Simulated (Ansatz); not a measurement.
Ansatz (a program for electronic structure) input (BLYP/def2-TZVPD):

Ansatz 0.2 input:
```yaml
crystal:
  periodic: [false, false, false]
  atoms:
    - {symbol: S, position_ang: [1.27597533, 0.24842012, 0.25976651]}
    - {symbol: S, position_ang: [-0.39355019, -0.60101803, -0.17483554]}
    - {symbol: O, position_ang: [-1.61153506, 0.53086308, -0.17552847]}
    - {symbol: H, position_ang: [-1.22652171, 1.39466201, 0.04533221]}
basis:
  gaussian:
    orbitals: def2-TZVPD
hamiltonian:
  xc: {name: BLYP}
magnetization: {spin_polarized: true, initial_magnetization: 1}
output: {forces: true}
```

Output:

```
Functional definition: BLYP
integrals: 0.06 GiB planned
821 factors; their error is unknown
mean field: 0.52 GiB planned
mean field evaluation 1: about -23729.4477 eV, gradient 4.2e1 eV
mean field evaluation 2: about -23678.6765 eV, gradient 1.1e2 eV
mean field evaluation 4: about -23733.3397 eV, gradient 1.8e1 eV
mean field evaluation 8: about -23735.1434 eV, gradient 1.0e-1 eV
mean field evaluation 16: about -23735.1346 eV, gradient 2.7e-3 eV
mean field -23735.13463461 eV, -872.2501095697 hartree, gradient 1.8e-5 eV, S^2 0.752603; 0 other end points of the search recorded, 0 dependent functions left out
the calculation of the forces begins
reference -23735.13496776 eV, -872.2501218129 hartree; 21, 20 occupied and 120, 121 virtual orbitals, 821 factors
Total energy: -23735.13496776 eV, -872.2501218129 hartree
Atom 0 at     1.275975     0.248420     0.259767 Å, force     0.538495     0.186124     0.124310 eV/Å
Atom 1 at    -0.393550    -0.601018    -0.174836 Å, force     0.127139    -0.710312    -0.106882 eV/Å
Atom 2 at    -1.611535     0.530863    -0.175528 Å, force    -0.843396     0.043003    -0.134276 eV/Å
Atom 3 at    -1.226522     1.394662     0.045332 Å, force     0.177762     0.481185     0.116849 eV/Å
Dipole moment:    -0.068851     0.135615     0.012899 e Å
```

It need not be the lowest isomer of its formula.
